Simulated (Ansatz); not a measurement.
`[OH][Al]([OH])[O][SiH3]` + CH₄ → `[CH3][Al]([OH])[O][SiH3]` + H₂O  (formal exchange of groups at the Al–O bond)

Calculated with Ansatz (gas phase, PBE0-D4/def2-TZVP geometries, no zero-point term in ΔE). CBS: MP2 limit from def2 TZ/QZ plus the TZ coupled-cluster correction, frozen cores. This one scheme is used for every species. DFT in def2-TZVPP. B3LYP here is the variant with VWN-RPA as its local correlation; programs differ in this. One conformer a species, not always the lowest.

```json
{"level": "PBE-D4", "ΔE (kcal/mol)": "29.3", "difference from CCSD(T)/CBS": "-2.1"}
{"level": "r2SCAN-D4", "ΔE (kcal/mol)": "32.3", "difference from CCSD(T)/CBS": "0.9"}
{"level": "B3LYP-D4", "ΔE (kcal/mol)": "32.3", "difference from CCSD(T)/CBS": "0.9"}
{"level": "ωB97X-V", "ΔE (kcal/mol)": "31.7", "difference from CCSD(T)/CBS": "0.3"}
{"level": "ωB97M-V", "ΔE (kcal/mol)": "31.2", "difference from CCSD(T)/CBS": "-0.2"}
{"level": "B2PLYP", "ΔE (kcal/mol)": "33.2", "difference from CCSD(T)/CBS": "1.8"}
{"level": "PBE", "ΔE (kcal/mol)": "29.6", "difference from CCSD(T)/CBS": "-1.8"}
{"level": "PBE0", "ΔE (kcal/mol)": "30.3", "difference from CCSD(T)/CBS": "-1.1"}
{"level": "B3LYP", "ΔE (kcal/mol)": "32.8", "difference from CCSD(T)/CBS": "1.4"}
{"level": "HF/def2-TZVPP", "ΔE (kcal/mol)": "35.6", "difference from CCSD(T)/CBS": "4.2"}
{"level": "MP2/def2-TZVPP", "ΔE (kcal/mol)": "32.7", "difference from CCSD(T)/CBS": "1.3"}
{"level": "SCS-MP2/def2-TZVPP", "ΔE (kcal/mol)": "33.5", "difference from CCSD(T)/CBS": "2.1"}
{"level": "CCSD/def2-TZVPP", "ΔE (kcal/mol)": "32.6", "difference from CCSD(T)/CBS": "1.2"}
{"level": "HF/def2-QZVPP", "ΔE (kcal/mol)": "35.6", "difference from CCSD(T)/CBS": "4.2"}
{"level": "MP2/CBS(def2)", "ΔE (kcal/mol)": "32.1", "difference from CCSD(T)/CBS": "0.7"}
{"level": "CCSD/CBS(def2)", "ΔE (kcal/mol)": "31.9", "difference from CCSD(T)/CBS": "0.5"}
{"level": "CCSD(T)/CBS", "ΔE (kcal/mol)": "31.4", "difference from CCSD(T)/CBS": "0"}
```

Largest T1 diagnostic among the species: 0.012.

In def2-TZVPP, CCSD(T) changes the Hartree–Fock value by −3.4 kcal/mol (the triples alone add −0.5 kcal/mol) and MP2 by −2.8 kcal/mol.
